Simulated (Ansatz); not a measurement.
Total energies of CH$_{9}$B$_{2}$NSi, SMILES `BB(N)C[SiH3]`.

```xyz
14

B     1.023    0.452   -1.863
B     0.148   -0.441   -0.750
N     0.352   -1.796   -0.466
C    -0.973    0.341    0.052
Si   -0.359    0.771    1.771
H     1.935    1.164   -1.541
H     0.713    0.505   -3.023
H    -0.186   -2.299    0.221
H     1.053   -2.363   -0.909
H    -1.875   -0.271    0.169
H    -1.277    1.276   -0.430
H    -0.140   -0.471    2.562
H     0.929    1.512    1.704
H    -1.342    1.617    2.504
```

Total charge 0; spin multiplicity 1. The structure was optimised at the PBE0-D4/def2-TZVP level. It is one conformer, not always the lowest. Basis def2-TZVPP, Ansatz.

RPA on PBE orbitals: Hartree–Fock energy of these orbitals -435.89041 Eh, correlation -1.27743 Eh (frozen core).

| functional | energy without D4 (Eh) | D4 term (kJ/mol) |
| --- | --- | --- |
| LDA (SPW92) | -434.92418 | – |
| PBE | -437.16285 | -27.9 |
| revPBE | -437.42872 | -83.7 |
| BLYP | -437.45402 | -60.7 |
| r2SCAN | -437.41709 | -7.2 |
| B97M-V | -437.48281 | – |
| PBE0 | -437.22473 | -23.8 |
| B3LYP | -437.58238 | -44.7 |
| r2SCANh | -437.41155 | -7.6 |
| r2SCAN0 | -437.40424 | -8.4 |
| HSE06 (plane-wave form) | -437.20817 | -22.2 |
| BHLYP | -437.46046 | -33.7 |
| CAM-B3LYP | -437.46124 | -24.2 |
| LC-ωPBE | -437.34945 | – |
| ωB97X-V | -437.45752 | – |
| ωB97M-V | -437.43289 | – |
| B2PLYP | -437.27823 | – |
| PBE-QIDH | -437.11966 | – |

B3LYP takes the VWN-RPA correlation (the form of Gaussian; ORCA's B3LYP/G). HSE06 is the plane-wave form, built on full-range PBE exchange. The double hybrids freeze the cores in their second-order part.

LC-ωPBE has ω = 0.4 bohr⁻¹.
